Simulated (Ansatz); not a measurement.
Basis-set extrapolation for `F[CH]1[SiH2][Al]1[SH]` (PBE0-D4/def2-TZVP geometry, frozen core, Ansatz). Multiplicity 1, RHF reference.

```csv
,def2-TZVPP,def2-QZVPP
HF,-1068.070775,-1068.103484
MP2 correlation,-0.782129,-0.847513
CCSD(T) correlation,-0.865829,not run
```

Energies in hartree. Use E(X) = E(∞) + A·exp(−7.88·√X) for Hartree–Fock and E(X) = E(∞) + B·X^(−2.97) for correlation, with X = 3 and 4, and add CCSD(T) minus MP2 of the smaller set to the MP2 limit.

**Question.** What is the CCSD(T) energy at the basis-set limit?

**Answer.** HF limit: -1068.103484 + (-0.032709) × 0.13774 = -1068.10799. MP2 limit: -0.847513 + (-0.065384) × 0.74074 = -0.89595. Higher-order term: -0.865829 − (-0.782129) = -0.08370. Total: -1069.08764 hartree, 396.5 kJ/mol below CCSD(T)/def2-TZVPP.
